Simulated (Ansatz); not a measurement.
System: sum formula InH$_{2}$F (charge 0, singlet). 
Geometry from a B3LYP-D3(BJ)/def2-TZVP (Ansatz, a quantum-chemistry and plane-wave program) optimisation:
SMILES: [F][InH2]
```xyz
4

F     -0.8615     1.4647     0.0100
In     0.1404    -0.2388    -0.0016
H     -0.9461    -1.5548     0.0089
H      1.8186     0.0714    -0.0191
```

Dipole moments at this geometry, in debye (magnitudes).

```csv
level,program,dipole (D)
SVWN5/def2-TZVPD,Ansatz,3.14
PBE/def2-TZVPD,Ansatz,3.07
BLYP/def2-TZVPD,Ansatz,3.09
revPBE/def2-TZVPD,Ansatz,3.05
r2SCAN/def2-TZVPD,Ansatz,3.15
B97M-V/def2-TZVPD,Ansatz,3.09
B3LYP/def2-TZVPD,Ansatz,3.25
r2SCANh/def2-TZVPD,Ansatz,3.21
r2SCAN0/def2-TZVPD,Ansatz,[?]
HSE06/def2-TZVPD,Ansatz,3.25
CAM-B3LYP/def2-TZVPD,Ansatz,3.32
wB97X-V/def2-TZVPD,Ansatz,3.27
CCSD(T)/def2-SVPD,Ansatz,[?]
```

Task: Some entries are withheld; supply them.

Result: 
- r2SCAN0/def2-TZVPD, dipole (D): 3.30
- CCSD(T)/def2-SVPD, dipole (D): 3.35
